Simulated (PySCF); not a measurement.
Ionisation energy of Mg⁶⁺ by level of theory

Mg⁶⁺ [He] 2s2 2p2 [2p1/2^2, M_J = 0] → Mg⁷⁺ [He] 2s2 2p1 [2p1/2^1, M_J = 1/2], as a difference of total energies. All numbers are calculated (PySCF 2.14, the two-component X2C-1e Hamiltonian, in an even-tempered Gaussian basis (18 s from 0.6 bohr⁻², ratio 2.4; 11 p from 0.78 bohr⁻², ratio 2.4; 5 d from 3.9 bohr⁻², ratio 2.6; 5 f from 5.8 bohr⁻², ratio 2.6)). Correlated levels: nothing frozen; the 30 highest virtual spinors dropped. "Screened" scales the spin-orbit matrix elements by Boettger's factors to mimic the two-electron term; Breit and QED terms are absent.

```json
{"method": "GHF (spin-free)", "ionisation energy (eV)": "224.97"}
{"method": "GMP2 (spin-free)", "ionisation energy (eV)": "225.45"}
{"method": "GHF (screened spin-orbit)", "ionisation energy (eV)": "224.84"}
{"method": "GMP2 (screened spin-orbit)", "ionisation energy (eV)": "225.32"}
```

Problem. How much does correlation contribute at GMP2 (screened spin-orbit)?

Solution. 225.32 − (224.84) = 0.48 eV, measured against GHF (screened spin-orbit).

The labels give the starting determinants; with spin-orbit coupling the two ends relaxed to ⟨J²⟩ = 1.91, ⟨L²⟩ = 2.00, ⟨S²⟩ = 2.00 and ⟨J²⟩ = 0.80, ⟨L²⟩ = 2.00, ⟨S²⟩ = 0.75.

The determinant of Mg⁶⁺ mixes levels of different J (the jj label is only the starting occupation), so the difference between spin-free and spin-orbit rows is not the physical spin-orbit shift.

For comparison: 225.02 ± 0.06 eV (semi-empirical (NIST evaluation); NIST Atomic Spectra Database, ionization energies).
